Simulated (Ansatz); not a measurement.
Start from `CCO[Si](C)(F)Cl` and change one atom or group to get `C[Si](F)(Cl)[O][AlH2]`.

Ansatz, PBE0-D4/def2-TZVP geometries, multiplicity 1. Each molecule was computed in one conformer, which needn't be the lowest.

| property | `CCO[Si](C)(F)Cl` |
| --- | --- |
| HOMO–LUMO gap (ωB97M-V/def2-TZVPP) / eV | 13.55 |
| HOMO–LUMO gap (B3LYP/def2-TZVPP) / eV | 9.13 |
| HOMO energy (B3LYP/def2-TZVPP) / eV | -8.40 |
| LUMO energy (PBE/def2-TZVPP) / eV | 0.21 |
| HOMO energy (ωB97M-V/def2-TZVPP) / eV | -11.01 |
| LUMO energy (B3LYP/def2-TZVPP) / eV | 0.73 |

Question: Give the same properties after the change, and the shifts. (Best estimate.)

Answer: Computed: 
```json
{"property": "HOMO–LUMO gap (ωB97M-V/def2-TZVPP) / eV", "`C[Si](F)(Cl)[O][AlH2]`": "11.05", "shift": "-2.50"}
{"property": "HOMO–LUMO gap (B3LYP/def2-TZVPP) / eV", "`C[Si](F)(Cl)[O][AlH2]`": "6.82", "shift": "-2.31"}
{"property": "HOMO energy (B3LYP/def2-TZVPP) / eV", "`C[Si](F)(Cl)[O][AlH2]`": "-8.40", "shift": "0.00"}
{"property": "LUMO energy (PBE/def2-TZVPP) / eV", "`C[Si](F)(Cl)[O][AlH2]`": "-2.12", "shift": "-2.33"}
{"property": "HOMO energy (ωB97M-V/def2-TZVPP) / eV", "`C[Si](F)(Cl)[O][AlH2]`": "-10.82", "shift": "0.19"}
{"property": "LUMO energy (B3LYP/def2-TZVPP) / eV", "`C[Si](F)(Cl)[O][AlH2]`": "-1.58", "shift": "-2.31"}
```

With PBE0 the HOMO rises by 0.05 eV and the LUMO falls by 2.42 eV, so the gap narrows by about 2.47 eV. PBE moves the HOMO by -0.16 eV and ωB97M-V by 0.19 eV.

B3LYP here is the variant with VWN-RPA as its local correlation; programs differ in this.
